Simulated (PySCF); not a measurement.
Ge(Cl)2(OH)2 (Cl₂GeH₂O₂), SMILES [OH][Ge]([OH])([Cl])[Cl]. The structure is a stationary point at r2SCAN-D4/def2-SVP. One conformer was computed; it need not be the lowest.

Calculation: r2SCAN-D4/def2-SVP (PySCF 2.14.0).

Harmonic wavenumbers (cm⁻¹): 112, 136, 150, 202, 217, 232, 263, 421, 460, 721, 755, 890, 912, 3825, 3827. Rotational constants (GHz): 2.602, 1.698, 1.472; symmetry number 2.

### Question
Work out the zero-point energy and the ideal-gas rigid-rotor harmonic-oscillator thermochemistry at 298.15 K and 1 atm.

### Answer
ZPE = ½ Σ hcν = ½ × 13122 cm⁻¹ = 18.76 kcal/mol. H − E(el) = 24.23 kcal/mol. Entropy in cal/(mol K): translation 41.43, rotation 26.92, vibration 18.84, total 87.19. G − E(el) = -1.76 kcal/mol. Cp = 26.17 cal/(mol K). Modes under 150 cm⁻¹ make the vibrational entropy uncertain.
